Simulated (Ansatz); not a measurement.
`[SiH3][Al]1[BH][SiH2]1`, relaxed with RKS PBE-D4/def2-SVP in the Gaussian-basis code of Ansatz from a rough embedded geometry. The force threshold is 0.03 eV/Å; the program also tests the step.

Total charge 0; spin multiplicity 1.

Start:

```xyz
10

Si    0.793    2.008   -0.923
Al    0.120    0.083    0.129
B     0.533   -1.950    0.755
Si   -1.421   -1.356    0.822
H     2.218    2.343   -0.628
H     0.649    1.892   -2.426
H    -0.060    3.174   -0.508
H     1.254   -2.833    0.954
H    -2.181   -2.057   -0.304
H    -1.904   -1.305    2.129
```

(1) How much energy does the relaxation release, and in how many steps? (An estimate is asked.)

(2) Which bonds change most? (Estimate.)

(3) Give the relaxed structure. (Best estimate.)

Answers

(1) Ansatz gave: 197.34 kJ/mol, in 18 steps, 1 of them rejected.

(2) Ansatz gave: Al2–Si4 from 2.219 to 2.473 Å; B3–Si4 from 2.043 to 1.872 Å; Si1–Al2 from 2.295 to 2.462 Å; Al2–B3 from 2.167 to 2.022 Å.

(3) Ansatz gave: 
```xyz
10

Si    0.659    1.937   -1.074
Al    0.560   -0.249    0.054
B     0.610   -2.051    0.969
Si   -1.222   -1.671    1.011
H     2.048    2.515   -0.969
H     0.318    1.795   -2.536
H    -0.313    2.910   -0.454
H     1.344   -2.931    1.343
H    -1.350   -0.266    0.292
H    -2.655   -1.987    1.363
```
